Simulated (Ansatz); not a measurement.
One change: `CO[SiH](O)O` becomes `[OH][GeH2][SiH](O)O`.

Ansatz, PBE0-D4/def2-TZVP geometries, multiplicity 1. Each molecule was computed in one conformer, which needn't be the lowest.

Scalar relativity is left out up to krypton.

| property | `CO[SiH](O)O` |
| --- | --- |
| HOMO–LUMO gap (PBE0/def2-TZVPP) / eV | 9.36 |
| HOMO–LUMO gap (PBE/def2-TZVPP) / eV | 6.83 |
| size of the dipole moment (ωB97M-V/def2-TZVPP) / D | 1.75 |
| LUMO energy (PBE0/def2-TZVPP) / eV | 0.92 |
| HOMO energy (ωB97M-V/def2-TZVPP) / eV | -10.87 |
| LUMO energy (PBE/def2-TZVPP) / eV | 0.01 |

Question: Give the same properties after the change, and the shifts. (Best estimate.)

Answer: Computed: 
```tsv
property	`[OH][GeH2][SiH](O)O`	shift
HOMO–LUMO gap (PBE0/def2-TZVPP) / eV	7.49	-1.87
HOMO–LUMO gap (PBE/def2-TZVPP) / eV	5.42	-1.41
size of the dipole moment (ωB97M-V/def2-TZVPP) / D	1.00	-0.75
LUMO energy (PBE0/def2-TZVPP) / eV	-0.45	-1.37
HOMO energy (ωB97M-V/def2-TZVPP) / eV	-10.03	0.84
LUMO energy (PBE/def2-TZVPP) / eV	-1.30	-1.31
```

With PBE0 the HOMO rises by 0.48 eV and the LUMO falls by 1.37 eV, so the gap narrows by about 1.85 eV. PBE moves the HOMO by 0.09 eV and ωB97M-V by 0.84 eV. Dipoles are sizes alone; their direction can turn.
